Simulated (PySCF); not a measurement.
A run for PySCF: R-HF/STO-3G on BH4NO2 (SMILES NB(O)O), a point of a torsion scan.

```python
from pyscf import gto, scf, dft, mp
from pyscf.data.elements import chemcore

mol = gto.M(
    atom='''
    N     1.19843180   -0.13254973    0.28618765
    B    -0.16925633    0.09882816    0.04403252
    O    -1.05616019   -0.92086792   -0.21935779
    O    -0.63549075    1.37421863    0.14903729
    H     1.83104413    0.62708074    0.45183299
    H     1.65179239   -1.01966181    0.17279883
    H    -0.81120228   -1.77183665    0.13447656
    H    -1.57644851    1.43152793   -0.01153319
    ''',
    basis='sto-3g',
    charge=0, spin=0, verbose=3, max_memory=1800)
mf = scf.RHF(mol)
mf.conv_tol = 1e-8
mf.max_cycle = 100
mf.kernel()
if not mf.converged:
    mf = mf.newton().run(mf.mo_coeff, mf.mo_occ)
```

The log:

```
converged SCF energy = -228.25118487221
```

The run converged.

Cost: about 0.29 core-seconds (a rough figure).
